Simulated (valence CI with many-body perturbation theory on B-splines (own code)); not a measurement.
As²⁸⁺: electric-dipole lines

Computed by valence CI with perturbative core correlation (CI+MBPT): three valence electrons over a frozen Dirac-Fock core [He], radial functions for each j: 11 s, 11 p, 9 d, 7 f, 5 g, 2 h, 1 i, with the one-electron correlation potential Σ1, the two-electron term Σ2, the three-electron term Σ3, Breit, model QED; selected CI, second order for the rest (own B-spline code, finite nucleus).

No measured spectrum was set against this ion. As an estimate, large intervals hold to a few tenths of a per cent, small ones and those within an open d or f shell to about a per cent.

Lines 201 to 250 of 264 in falling wavelength, among levels below 1991.5 eV, chosen from the strongest by gf and those to the six lowest levels. Wavelengths and rates use the calculated energies. Electric multipoles are in the length gauge, E1 and E2 with the static RPA response of the core. Weak lines are less certain than strong ones. Lines between different terms over intervals too small for the method are left out, as are lines whose strength nearly cancels. The highest levels of a list are the least certain.

Levels are named by their leading jj configuration (3d3/2^4 stands for four electrons in 3d with j = 3/2), which in mixed levels can hold well under half, so a name can repeat and another be missing. Letters in brackets count levels of one name in rising energy.

| λ vac (Å) | Upper | Lower | A (s⁻¹) | S (a.u.) |
| --- | --- | --- | --- | --- |
| 6.820 | (2p1/2 2p3/2 3p3/2) J=5/2 [a] | (2s 2p1/2 2p3/2) J=3/2 [b] | 5.63e+11 | 5.29e-04 |
| 6.814 | (2s 2p3/2 3p1/2) J=3/2 [a] | (2s^2 2p3/2) J=3/2 | 6.81e+12 | 4.25e-03 |
| 6.813 | (2p1/2 2p3/2 3p3/2) J=1/2 [a] | (2s 2p1/2 2p3/2) J=3/2 [b] | 1.52e+12 | 4.75e-04 |
| 6.811 | (2s 2p1/2 3p1/2) J=3/2 | (2s^2 2p1/2) J=1/2 | 3.69e+12 | 2.30e-03 |
| 6.807 | (2p1/2 2p3/2 3p3/2) J=3/2 [b] | (2s 2p1/2 2p3/2) J=1/2 | 5.19e+12 | 3.23e-03 |
| 6.804 | (2s 2p3/2 3p1/2) J=5/2 | (2s^2 2p3/2) J=3/2 | 9.51e+12 | 8.87e-03 |
| 6.802 | (2p1/2 2p3/2 3p3/2) J=3/2 [a] | (2s 2p1/2 2p3/2) J=3/2 [b] | 5.02e+12 | 3.12e-03 |
| 6.792 | (2s 2p3/2 3d3/2) J=5/2 [b] | (2s 2p1/2 2p3/2) J=5/2 | 2.95e+11 | 2.73e-04 |
| 6.790 | (2s 2p3/2 3d5/2) J=7/2 [c] | (2s 2p1/2 2p3/2) J=5/2 | 1.31e+12 | 1.62e-03 |
| 6.782 | (2s 2p3/2 3p3/2) J=3/2 [a] | (2s^2 2p3/2) J=3/2 | 1.19e+13 | 7.31e-03 |
| 6.781 | (2p1/2 2p3/2 3p1/2) J=3/2 [b] | (2s 2p1/2 2p3/2) J=3/2 [b] | 4.86e+11 | 2.99e-04 |
| 6.773 | (2s 2p1/2 3p3/2) J=3/2 [a] | (2s^2 2p1/2) J=1/2 | 7.34e+12 | 4.50e-03 |
| 6.766 | (2p1/2 2p3/2 3p3/2) J=3/2 [b] | (2s 2p1/2 2p3/2) J=3/2 [b] | 6.67e+12 | 4.08e-03 |
| 6.764 | (2s 2p3/2 3d5/2) J=3/2 [a] | (2s 2p1/2^2) J=1/2 | 4.02e+11 | 2.46e-04 |
| 6.763 | (2s 2p1/2 3p1/2) J=1/2 [b] | (2s^2 2p1/2) J=1/2 | 8.55e+12 | 2.61e-03 |
| 6.753 | (2s 2p1/2 3p3/2) J=1/2 | (2s^2 2p1/2) J=1/2 | 1.56e+13 | 4.73e-03 |
| 6.752 | (2p1/2 2p3/2 3p3/2) J=5/2 [b] | (2s 2p1/2 2p3/2) J=3/2 [b] | 6.70e+12 | 6.11e-03 |
| 6.751 | (2s 2p3/2 3p3/2) J=5/2 [a] | (2s^2 2p3/2) J=3/2 | 1.71e+13 | 1.56e-02 |
| 6.741 | (2s 2p3/2 3p3/2) J=1/2 [a] | (2s^2 2p3/2) J=3/2 | 2.17e+13 | 6.55e-03 |
| 6.740 | (2s 2p3/2 3d3/2) J=5/2 [b] | (2s 2p1/2 2p3/2) J=3/2 [a] | 1.97e+11 | 1.78e-04 |
| 6.737 | (2p1/2 2p3/2 3p1/2) J=3/2 [a] | (2s 2p1/2 2p3/2) J=5/2 | 1.33e+12 | 8.02e-04 |
| 6.734 | (2s 2p1/2 3p3/2) J=3/2 [b] | (2s^2 2p1/2) J=1/2 | 1.69e+13 | 1.02e-02 |
| 6.723 | (2p1/2 2p3/2 3p3/2) J=1/2 [b] | (2s 2p1/2 2p3/2) J=3/2 [b] | 5.87e+12 | 1.76e-03 |
| 6.717 | (2p1/2^2 3p1/2) J=1/2 | (2s 2p1/2^2) J=1/2 | 7.81e+12 | 2.33e-03 |
| 6.714 | (2p1/2 2p3/2 3p1/2) J=5/2 | (2s 2p1/2 2p3/2) J=5/2 | 5.29e+12 | 4.74e-03 |
| 6.705 | (2s 2p3/2 3d5/2) J=3/2 [b] | (2s 2p1/2 2p3/2) J=3/2 [a] | 4.07e+11 | 2.42e-04 |
| 6.702 | (2p1/2 2p3/2 3p3/2) J=5/2 [a] | (2s 2p1/2 2p3/2) J=5/2 | 1.50e+12 | 1.34e-03 |
| 6.701 | (2p1/2 2p3/2 3p1/2) J=1/2 | (2s 2p1/2 2p3/2) J=3/2 [a] | 6.53e+12 | 1.94e-03 |
| 6.686 | (2p1/2 2p3/2 3p1/2) J=3/2 [a] | (2s 2p1/2 2p3/2) J=3/2 [a] | 5.13e+12 | 3.03e-03 |
| 6.681 | (2p1/2^2 3s) J=1/2 | (2s^2 2p3/2) J=3/2 | 1.03e+12 | 3.04e-04 |
| 6.670 | (2p1/2 2p3/2 3p3/2) J=7/2 | (2s 2p1/2 2p3/2) J=5/2 | 1.02e+13 | 1.20e-02 |
| 6.664 | (2p1/2 2p3/2 3p1/2) J=3/2 [b] | (2s 2p1/2 2p3/2) J=5/2 | 1.21e+13 | 7.06e-03 |
| 6.663 | (2p1/2 2p3/2 3p1/2) J=5/2 | (2s 2p1/2 2p3/2) J=3/2 [a] | 1.89e+12 | 1.66e-03 |
| 6.661 | (2p1/2^2 3p3/2) J=3/2 | (2s 2p1/2^2) J=1/2 | 1.01e+13 | 5.89e-03 |
| 6.661 | (2s 2p3/2 3p1/2) J=3/2 [a] | (2s^2 2p1/2) J=1/2 | 1.91e+11 | 1.11e-04 |
| 6.661 | (2s 2p3/2 3p1/2) J=1/2 | (2s^2 2p3/2) J=3/2 | 7.96e+12 | 2.32e-03 |
| 6.659 | (2s 2p3/2 3p1/2) J=3/2 [b] | (2s^2 2p3/2) J=3/2 | 5.39e+12 | 3.14e-03 |
| 6.651 | (2p1/2 2p3/2 3p3/2) J=5/2 [a] | (2s 2p1/2 2p3/2) J=3/2 [a] | 9.16e+12 | 7.98e-03 |
| 6.649 | (2p1/2 2p3/2 3p3/2) J=3/2 [b] | (2s 2p1/2 2p3/2) J=5/2 | 4.76e+11 | 2.76e-04 |
| 6.644 | (2p1/2 2p3/2 3p3/2) J=1/2 [a] | (2s 2p1/2 2p3/2) J=3/2 [a] | 4.16e+12 | 1.20e-03 |
| 6.636 | (2p1/2 2p3/2 3p3/2) J=5/2 [b] | (2s 2p1/2 2p3/2) J=5/2 | 4.88e+12 | 4.22e-03 |
| 6.633 | (2p1/2 2p3/2 3p3/2) J=3/2 [a] | (2s 2p1/2 2p3/2) J=3/2 [a] | 3.03e+12 | 1.75e-03 |
| 6.630 | (2s 2p3/2 3p3/2) J=5/2 [b] | (2s^2 2p3/2) J=3/2 | 4.25e+12 | 3.67e-03 |
| 6.630 | (2s 2p3/2 3p3/2) J=3/2 [a] | (2s^2 2p1/2) J=1/2 | 3.32e+11 | 1.91e-04 |
| 6.619 | (2s 2p3/2 3p3/2) J=3/2 [b] | (2s^2 2p3/2) J=3/2 | 5.34e+12 | 3.06e-03 |
| 6.617 | (2s 2p3/2 3d5/2) J=3/2 [b] | (2s 2p1/2^2) J=1/2 | 4.10e+11 | 2.34e-04 |
| 6.613 | (2p1/2 2p3/2 3p1/2) J=3/2 [b] | (2s 2p1/2 2p3/2) J=3/2 [a] | 1.30e+12 | 7.41e-04 |
| 6.599 | (2p1/2 2p3/2 3p3/2) J=3/2 [b] | (2s 2p1/2 2p3/2) J=3/2 [a] | 2.05e+12 | 1.16e-03 |
| 6.598 | (2s 2p3/2 3p3/2) J=1/2 [b] | (2s^2 2p3/2) J=3/2 | 2.62e+11 | 7.43e-05 |
| 6.591 | (2s 2p3/2 3p3/2) J=1/2 [a] | (2s^2 2p1/2) J=1/2 | 1.65e+12 | 4.67e-04 |
